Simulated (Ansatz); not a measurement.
Calculated with Ansatz (gas phase, PBE0-D4/def2-TZVP geometries, no zero-point term in ΔE). CCSD(T)/CBS adds triple-zeta CCSD(T) − MP2 to the extrapolated MP2 energy (def2 sets, frozen cores). Functionals use def2-TZVPP. Each species was taken in one conformer, which may not be the lowest.

Reaction (isomerisation): `ClC[SiH2]CCl` → `CC[SiH](Cl)Cl`

`ClC[SiH2]CCl`:

Z-matrix (Å, degrees):
```
C
Si 1 1.880
Cl 1 1.787 2 109.2
H 1 1.090 2 111.5 3 118.6
H 1 1.090 2 112.2 3 -119.2
C 2 1.880 1 109.2 3 -60.5
H 2 1.486 1 109.4 3 59.2
H 2 1.486 1 109.4 3 179.9
Cl 6 1.787 2 109.2 1 -60.5
H 6 1.090 2 111.5 1 58.1
H 6 1.090 2 112.2 1 -179.7
```

`CC[SiH](Cl)Cl`:

```xyz
11

C    -0.392   -0.012   -1.412
C    -0.208    0.682   -0.065
Si    0.574   -0.400    1.223
Cl    0.782    0.640    2.976
Cl   -0.606   -2.043    1.564
H    -1.050   -0.879   -1.325
H    -0.833    0.668   -2.145
H     0.560   -0.359   -1.819
H    -1.166    1.034    0.332
H     0.429    1.568   -0.163
H     1.911   -0.898    0.835
```

| level | ΔE (kcal/mol) | difference from CCSD(T)/CBS |
| --- | --- | --- |
| revPBE-D4 | -68.9 | 3.2 |
| B97M-V | -75.0 | -2.9 |
| PBE0-D4 | -71.8 | 0.3 |
| r2SCANh-D4 | -73.6 | -1.5 |
| ωB97M-V | -72.2 | -0.1 |
| RPA@PBE/def2-TZVPP | -68.0 | 4.1 |
| MP2/def2-SVP | -75.3 | -3.2 |
| HF/def2-QZVPP | -74.4 | -2.3 |
| SCS-MP2/def2-QZVPP | -73.0 | -0.9 |
| MP2/CBS(def2) | -75.0 | -2.9 |
| CCSD(T)/CBS | -72.1 | 0 |

Largest T1 diagnostic among the species: 0.010.

From BLYP to BHLYP (50 % exact exchange), in def2-TZVPP and without D4, ΔE moves by −4.4 kcal/mol. Leaving LDA and LC-ωPBE aside and taking each functional with its dispersion term where it has one, the values, not all of them listed here, spread over 6.4 kcal/mol, from B97M-V to BLYP-D4.

CCSD(T)/CBS has its own doubt, a few kJ/mol and more with outer-core shells, so smaller differences from it don't rank the levels.
